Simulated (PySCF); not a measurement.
# Magnetic susceptibility: `[SiH3]C[Si@@H]([SiH3])P`, CH₁₁PSi₃

Geometry:
```
atom   x (Å)   y (Å)   z (Å)
 Si1  -2.060  -1.054  -0.008
  C2  -1.019  -0.384   1.410
 Si3   0.597   0.466   0.920
 Si4   1.941  -0.947  -0.387
  P5   0.329   2.379  -0.272
  H6  -2.545   0.058  -0.881
  H7  -1.240  -1.984  -0.846
  H8  -3.246  -1.801   0.512
  H9  -1.627   0.325   1.998
 H10  -0.768  -1.225   2.081
 H11   1.351   0.851   2.156
 H12   1.412  -1.021  -1.785
 H13   3.342  -0.428  -0.436
 H14   1.957  -2.331   0.185
 H15  -0.721   2.881   0.559
 H16  -0.571   1.781  -1.207
```

Computed, not measured: PySCF 2.14.0, GIAO X3LYP/6-311G** magnetisability, rotational g tensor and spin-rotation constants, non-relativistic, gas phase. Geometry: PBE0-D3(BJ)/def2-SVP.

Problem. How diamagnetic is it, and how anisotropic?

Solution. Isotropic -1579 × 10⁻³⁰ J/T², or -95.1 × 10⁻⁶ cm³/mol; principal values -1616, -1572, -1548 × 10⁻³⁰ J/T², anisotropy 60 × 10⁻³⁰ J/T² (root of half the summed squared differences of the principal values). The susceptibility is in cgs units.

Problem. Split it along the inertial axes a, b, c into diamagnetic and paramagnetic parts about the centre of mass, with the quadrupole moment.

Solution. 
| axis | χ (10⁻⁶ cm³/mol) | diamagnetic (10⁻⁶ cm³/mol) | paramagnetic (10⁻⁶ cm³/mol) | summed x² of all electrons (Å²) | quadrupole Θ (D Å) |
| --- | --- | --- | --- | --- | --- |
| a | -96.1 | -854.6 | 758.5 | 195.6 | -4.75 |
| b | -94.0 | -1066.6 | 972.6 | 145.6 | +1.55 |
| c | -95.1 | -1447.6 | 1352.4 | 55.8 | +3.20 |

Anisotropies 2χaa − χbb − χcc = -3.2 and 2χbb − χaa − χcc = +3.3 × 10⁻⁶ cm³/mol. Θ is traceless in Buckingham's convention.

Problem. And the rotational g tensor?

Solution. 
| axis | rotational constant (GHz) | g | nuclear part | electronic part |
| --- | --- | --- | --- | --- |
| a | 1.6990 | -0.0177 | 0.5876 | -0.6054 |
| b | 1.2910 | -0.0170 | 0.5729 | -0.5899 |
| c | 0.9050 | -0.0119 | 0.5632 | -0.5750 |

Asymmetric top; isotopes 12C, 1H, 31P, 28Si; no vibrational averaging.
